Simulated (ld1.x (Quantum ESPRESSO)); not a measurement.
Reading a pseudo-wave (Cl)

Columns: radius, all-electron u(r) and pseudo u(r) of the 3p shell (level -8.60 eV) of chlorine in the configuration [Ne] 3s2 3p5; PBE, scalar-relativistic, TM semilocal scheme, ld1.x (Quantum ESPRESSO) 7.5.

```
r (bohr)  all-electron   pseudo
   0.053        0.0799  -0.0080
   0.105        0.2048  -0.0303
   0.158        0.3031  -0.0646
   0.210        0.3525  -0.1051
   0.262        0.3570  -0.1473
   0.315        0.3243  -0.1872
   0.368        0.2642  -0.2210
   0.420        0.1876  -0.2471
   0.473        0.0991  -0.2678
   0.525        0.0077  -0.2852
   0.578       -0.0858  -0.3031
   0.630       -0.1749  -0.3244
   0.683       -0.2609  -0.3525
   0.735       -0.3393  -0.3883
   0.788       -0.4123  -0.4331
   0.840       -0.4769  -0.4832
   0.893       -0.5355  -0.5365
   0.945       -0.5860  -0.5860
   0.998       -0.6304  -0.6304
   1.050       -0.6674  -0.6674
   1.102       -0.6982  -0.6982
   1.155       -0.7236  -0.7236
   1.208       -0.7433  -0.7433
   1.260       -0.7578  -0.7578
   1.313       -0.7680  -0.7680
   1.365       -0.7739  -0.7739
```

Task: How many radial nodes do the two functions have?

Result: The all-electron 3p function has n − l − 1 = 1; the pseudo-wave has 0, since the states of the same l below it are removed with the core.

Task: At about which radius was the pseudo-wave matched?

Result: 1.00 bohr. The columns agree to 0.0005 from 0.94 bohr on; several derivatives are matched, so the curves merge somewhat inside the radius.

Task: Is the pseudo-wave norm-conserving?

Result: Yes: the TM semilocal scheme keeps the norm inside the radius equal to the all-electron one, which fixes the energy derivative of the logarithmic derivative at the level.
